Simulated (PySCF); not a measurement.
Isomers C4H5ClO2Si:

A. SMILES O=C1OCC=C1[SiH2]Cl
B. SMILES O=C=C(Cl)CC(=O)[SiH3]
C. `C#C[Si@H](O)O/C=C\Cl`

Spectrum 1. 1H NMR (400 MHz, computed): δ 6.53 (d, 1H), 5.28 (d, 1H), 5.18 (d, 1H), 2.19 (br s, 1H), 1.99 (d, 1H). 13C{1H} NMR (computed): δ 147.2 (CH), 107.0 (CH), 100.6 (CH), 90.8 (C).

Spectrum 2. 1H NMR (400 MHz, computed): δ 7.93 (t, 1H), 5.49 (s, 2H), 5.07 (m, 2H). 13C{1H} NMR (computed): δ 178.5 (C), 172.4 (CH), 139.6 (C), 77.0 (CH2).

Spectrum 3. 1H NMR (400 MHz, computed): δ 4.17 (s, 3H), 3.27 (s, 2H). 13C{1H} NMR (computed): δ 233.4 (C), 214.9 (C), 56.9 (C), 53.8 (CH2).

All values are calculated (PySCF): geometry from GFN2-xTB, shielding tensors at PBE0/pcSseg-1 (GIAO). Non-relativistic Hamiltonian, fast rotation and ring inversion assumed for equivalent nuclei, a single conformation, gas phase.

References, each an isolated molecule treated in the same way: 1H (31.72 ppm), 13C (186.93 ppm) against TMS. Where no couplings were computed, multiplicities follow the n + 1 count of equivalent neighbours, and m marks all less simple cases (inequivalent or close neighbours, rings, F or P nearby). Shifts are as computed. Against solution values, carbons near 30 ppm lie about +3 ppm off and those near 130 ppm about +5 ppm; carbons on Cl a further +6 ppm. Of 1211 compounds with measured shifts, 218 miss one by over three times the rms of a fit or turn the order of signals round; such compounds aren't used in these exercises. Carbons bonded to Cl come out too deshielded. OH and NH positions are gas-phase values without hydrogen bonding to other molecules.

**Question.** Match each spectrum to its structure.

**Answer.** 1–C, 2–A, 3–B.

- Spectrum 1 (C): 4 13C signals; δC 147.2 is an alkene carbon bearing oxygen; δC 107.0 is a β carbon of an enol-ether or enamine type C=C.
- Spectrum 2 (A): 4 13C signals; δC 178.5 is an ester carbonyl carbon; δC 172.4 is a β carbon of a C=C–C=O unit.
- Spectrum 3 (B): 4 13C signals; δC 53.8 is an sp3 CH2 α to a carbonyl; δC 233.4 is a carbonyl carbon.
